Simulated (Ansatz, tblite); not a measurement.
Forces on Li₉Si⁻ at its r2SCAN-D4/def2-SVPD geometry. Total charge -1; singlet.

The xTB rows come from tblite. The restricted singlet is unstable towards broken spin symmetry at other levels; at r2SCAN-D4/def2-TZVPD this wasn't settled. At r2SCAN-D4/def2-TZVPD the highest occupied level of the charge -1 singlet lies above zero (up to 0.06 eV). Its loss leaves the charge 0 doublet, which lies 0.92 eV higher (vertical, at r2SCAN-D4/def2-TZVPD), but this difference is unsure: the doublet is doubtful (geometry relaxed on an unsound state). The geometry of the singlet was relaxed on an unsound state (restricted singlet, unstable towards broken spin symmetry at other levels and untested here). The structure comes from a short search, and lower isomers may exist.

GFN1-xTB (tblite), largest force 1.50 eV/Å:

```xyz
10
positions Å, forces eV/Å
Li    0.148   -1.687   -0.627    0.522   -0.362    0.076
Li   -0.756   -0.686    2.001    0.384   -0.240   -0.107
Li   -3.098    0.170   -0.004    0.330    0.480   -0.070
Li   -1.785    2.516   -1.547   -0.078   -0.428    0.699
Li    1.918   -2.725    1.727   -0.102    0.436   -0.537
Li    0.923    0.719   -2.157    0.219   -0.359    0.240
Li    1.729    0.201    0.652    0.395   -0.469    0.003
Li   -1.524    2.366    1.528   -0.150   -0.235   -0.607
Li    3.151   -1.631   -1.409   -0.508    0.080    0.480
Si   -0.705    0.758   -0.164   -1.012    1.097   -0.177
```

GFN2-xTB (tblite), largest force 0.84 eV/Å:

```
Li 0.556 -0.108 -0.027
Li 0.413 0.072 -0.662
Li -0.460 -0.021 0.185
Li -0.142 0.119 -0.037
Li -0.569 0.591 -0.133
Li 0.325 -0.362 0.126
Li 0.298 -0.445 -0.207
Li -0.277 0.186 0.324
Li -0.699 0.399 0.257
Si 0.554 -0.432 0.176
```

r2SCAN-D4/def2-TZVPD (Ansatz), largest force 0.11 eV/Å:

```
Li 0.013 0.063 0.033
Li 0.009 0.037 -0.078
Li 0.107 0.037 0.018
Li 0.024 -0.058 0.047
Li -0.024 0.044 -0.033
Li -0.016 -0.028 0.061
Li -0.058 -0.031 -0.030
Li 0.013 -0.081 -0.060
Li -0.044 0.024 0.023
Si -0.025 -0.007 0.019
```
